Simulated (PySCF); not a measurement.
Electric field gradients and quadrupole coupling constants

Species: C4H10NPSi.
SMILES with atom numbers: `[PH2:1][SiH2:2]/[N:3]=[CH:4]/[CH:5]1[CH2:6][CH2:7]1` (hydrogens: H8, H9 on P1; H10, H11 on Si2; H12 on C4; H13 on C5; H14, H15 on C6; H16, H17 on C7)

Structure used (GFN2-xTB), in Å, numbered top down from 1:
```
atom  x, y, z in Å
P1     3.426    0.646   -1.171
Si2    2.422   -0.791    0.235
N3     0.884   -0.104    0.513
C4    -0.294   -0.377    0.169
C5    -1.421    0.473    0.542
C6    -2.760   -0.171    0.820
C7    -2.573    0.615   -0.427
H8     3.482    1.688   -0.266
H9     4.699    0.218   -0.845
H10    3.013   -0.819    1.573
H11    2.527   -2.115   -0.399
H12   -0.555   -1.262   -0.427
H13   -1.144    1.338    1.129
H14   -3.353    0.247    1.619
H15   -2.822   -1.246    0.744
H16   -2.504    0.083   -1.363
H17   -3.034    1.588   -0.508
```

Field gradients from the PBE0/pcSseg-1 density (PySCF, non-relativistic), principal values in atomic units, ordered |Vxx| ≤ |Vyy| ≤ |Vzz|:

```json
{"atom": "N3", "Vxx": "0.2091", "Vyy": "0.7193", "Vzz": "-0.9284"}
```

Find the asymmetry η = (Vxx − Vyy)/Vzz and the couplings χ = eQV/h (234.96 MHz × Q in barn × V in au), with Q(14N) = 0.02044 b.

```tsv
atom	environment	nucleus	η	χzz (MHz)	χxx (MHz)	χyy (MHz)
N3	C=N nitrogen	14N	0.55	-4.459	1.004	3.455
```

What is Vzz at N3 in SI units (1 au = 9.71736 × 10²¹ V/m²)?

-0.9284 au = -9.022 × 10²¹ V/m².

What couplings would deuterons (Q(2H) = 0.00286 b) have in place of the hydrogens, at this geometry?

```
atom  bonded to  bond length (Å)  Vzz (au)     η  χzz (kHz)
  H8         P1            1.380    0.2184  0.06        147
  H9         P1            1.382    0.2167  0.07        146
 H10        Si2            1.463    0.1621  0.01        109
 H11        Si2            1.472    0.1544  0.02        104
 H12         C4            1.098    0.2872  0.05        193
 H13         C5            1.082    0.3217  0.07        216
 H14         C6            1.079    0.3322  0.07        223
 H15         C6            1.080    0.3300  0.08        222
 H16         C7            1.079    0.3301  0.08        222
 H17         C7            1.079    0.3324  0.07        223
```

Isolated species at its GFN2-xTB geometry (one conformer only). GFN2-xTB bond lengths can be off by several hundredths of an ångström, more for odd bonds, and the gradients follow them. With so small a basis the couplings can be 20 % off.

The run behind these numbers computed NMR shieldings as well. The run took 53 s of wall time on one thread, Arm Neoverse N1 (aarch64), no GPU (shared host), and the process peaked at 0.82 GiB of memory.
